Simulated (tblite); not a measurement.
The bromomethyl radical, CH2Br (doublet state).
SMILES: `[CH2]Br`

Computed with GFN2-xTB (tblite): harmonic, unscaled wavenumbers at the GFN2-xTB geometry, gas phase. Errors from tens to a few hundred cm⁻¹ against measured bands are possible. Open shells enter through the occupations alone, without spin polarisation, and single modes of such species can be off by tens of per cent.

Harmonic wavenumbers (cm⁻¹): 126.9, 727.3, 919.5, 1316.0, 3137.3, 3203.1.

A = 282284, B = 11558, C = 11106 MHz; mass 92.934 u (most abundant isotopes); point group C2v, symmetry number 2; spin multiplicity 2.

Q: What is the zero-point energy?

A: ½Σν̃ = 4715 cm⁻¹ = 56.40 kJ/mol.

Q: Give the ideal-gas entropy at 298.15 K and 1 bar in the rigid-rotor, harmonic-oscillator model (classical rotation).

A: Translation 165.38, rotation 76.76, vibration 14.32, spin (R ln 2) 5.76: S = 262.2 J/(mol K).

Q: And Cp and H(298.15 K) − H(0)?

A: Cp = 47.14 J/(mol K), of which vibrations give 13.89 (their classical limit is 6 R = 49.9); H(298.15 K) − H(0) = 12.14 kJ/mol without the zero-point energy, 2.22 from vibrations.

Q: What must be added to the electronic energy to get the Gibbs energy at 298.15 K and 1 bar?

A: ZPE + [H(298.15 K) − H(0)] − T·S = 56.40 + 12.14 − 78.18 = -9.64 kJ/mol.

Q: How do the functions run with temperature in this model?

A: 
| T (K) | S (J/(mol K)) | Cp (J/(mol K)) | H − H(0) (kJ/mol) | G − H(0) (kJ/mol) | ln q(vib) |
| --- | --- | --- | --- | --- | --- |
| 373.15 | 273.2 | 50.5 | 15.80 | -86.13 | 1.05 |
| 500 | 288.6 | 55.1 | 22.51 | -121.79 | 1.41 |
| 750 | 312.2 | 61.5 | 37.14 | -197.04 | 2.09 |
| 1000 | 330.6 | 66.3 | 53.13 | -277.48 | 2.72 |

q(vib) and H(0) count from the zero-point level.

Hindered rotation and anharmonicity are outside this model.
